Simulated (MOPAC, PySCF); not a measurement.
H₃AlF₂Si, SMILES `[SiH3][Al]([F])[F]`, neutral singlet in the gas phase. 

Cartesian coordinates (Å):
```xyz
7

F      2.1728     1.4813     0.0225
Al     1.3580     0.0591    -0.0971
F      2.2571    -1.3002    -0.3098
Si    -1.0655    -0.0410     0.0623
H     -1.6708     1.2573    -0.3337
H     -1.4533    -0.3381     1.4684
H     -1.5983    -1.1183    -0.8126
```
Charge 0, spin multiplicity 1.

All levels are single points at this geometry (PBE0-D4/def2-TZVP); Pople sets use spherical d functions. Orbital energies aren't observables, and empty levels follow the basis.

BP86/6-31G* in PySCF gives dipole (D) = 1.51.

Estimate the dipole (D) from each of these levels: B3LYP-D3(BJ)/def2-TZVP in PySCF; PBE-D3(BJ)/def2-TZVP in PySCF; PBE0-D4/def2-TZVP in PySCF; B3LYP/6-311+G** in PySCF; SVWN5/6-31G* in PySCF; HF/6-31G* in PySCF; HF/STO-3G in PySCF; PM3 in MOPAC.


```json
[
 {"level": "B3LYP-D3(BJ)/def2-TZVP in PySCF", "dipole (D)": "1.80"},
 {"level": "PBE-D3(BJ)/def2-TZVP in PySCF", "dipole (D)": "1.76"},
 {"level": "PBE0-D4/def2-TZVP in PySCF", "dipole (D)": "1.82"},
 {"level": "B3LYP/6-311+G** in PySCF", "dipole (D)": "2.05"},
 {"level": "SVWN5/6-31G* in PySCF", "dipole (D)": "1.68"},
 {"level": "HF/6-31G* in PySCF", "dipole (D)": "1.68"},
 {"level": "HF/STO-3G in PySCF", "dipole (D)": "0.34"},
 {"level": "PM3 in MOPAC", "dipole (D)": "0.30"}
]
```
